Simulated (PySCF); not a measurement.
## Excitation energy of Cd by level of theory

Cd [Kr] 4d10 5s2 (1S) → Cd [Kr] 4d9 5s2 5p1 (high-spin determinant), as a difference of total energies. Computed with PySCF 2.14 in aug-cc-pVTZ-PP with one added diffuse shell each of s, p, d, f, g type with ECP28MDF (7s7p6d4f3g, 113 functions), with scalar relativity through the core potential. Correlated levels: valence: 4s2 4p6 frozen. The calculations carry no spin-orbit coupling.

```tsv
method	excitation energy (eV)
UHF	10.776
LDA	11.982
PBE	11.753
PBE0	11.669
r2SCAN	11.651
wB97M-V	11.567
CAM-B3LYP	11.578
MN15	12.024
MP2 (valence)	12.406
SCS-MP2 (valence)	12.252
```

Problem. How much does correlation contribute at MP2 (valence)?

Solution. 12.406 − (10.776) = 1.630 eV, measured against UHF.

The upper state lies above the first ionisation limit, where it may autoionise and the basis confines it.

The determinant of the upper state mixes LS terms, which raises its energy above the lowest term, most at the Hartree-Fock and MP2 levels.
